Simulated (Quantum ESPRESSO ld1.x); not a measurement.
Q: Species: Tc18+. Configuration: [Ar] 3d7 (the NIST ground configuration). Method: scalar-relativistic Kohn-Sham, LDA (Slater exchange, Perdew-Zunger correlation), spin-polarised, spherical densities, point nucleus; open shells are filled with parallel spins first; computed with ld1.x of Quantum ESPRESSO 7.5. Some entries of the table are withheld. Estimate them.

orbital  occ.  eigenvalue (hartree)  <r^2> (bohr^2)
1s up       1              -786.283        0.001589
1s down     1              -786.277        0.001589
2s up       1              -129.478         0.02631
2s down     1              -129.258         0.02627
2p up       3              -118.129         0.02067
2p down     3              -117.958         0.02063
3s up       1              -37.2143          0.1824
3s down     1              -36.9537          0.1832
3p up       3                   (1)          0.1812
3p down     3                   (2)          0.1823
3d up       5              -27.6588          0.1579
3d down     2              -27.3561          0.1595
4s up       0              -16.5860          0.7853
4s down     0              -16.5046          0.7912
4p up       0              -15.2299          0.8331
4p down     0              -15.1516          0.8402

A: 
(1) 3p up eigenvalue (hartree): -33.4821
(2) 3p down eigenvalue (hartree): -33.2186
